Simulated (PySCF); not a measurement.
O₃Sn, SMILES [O]=[Sn]1[O][O]1.

Coordinates come from a B3LYP-D3(BJ)/def2-SVP optimisation. The def2 effective core potentials stand for the cores of Sn; spin–orbit coupling is left out.

Method: PySCF with C-PCM-PBE0/def2-SVP.

The values are the electrostatic part of the solvation free energy, E(continuum) − E(gas) at the gas-phase geometry, in a cavity of scaled van der Waals radii (PySCF's table); cavitation and dispersion terms are not included. A continuum can't describe solvent molecules that bind to the metal. In vacuum the orbital gap is 4.09 eV. The dipole moment in vacuum is 1.01 D.

Q: Estimate the values in water (ε = 78.36), tetrahydrofuran (ε = 7.43), acetonitrile (ε = 35.69). (Estimate from the structure and the level; the computed values follow.)

A: 
| solvent | ε | ΔG(elec) (kcal/mol) | dipole (D) | gap (eV) |
|---|---|---|---|---|
| water | 78.36 | -10.6 | 1.19 | 4.32 |
| tetrahydrofuran | 7.43 | -9.1 | 1.17 | 4.29 |
| acetonitrile | 35.69 | -10.4 | 1.19 | 4.31 |
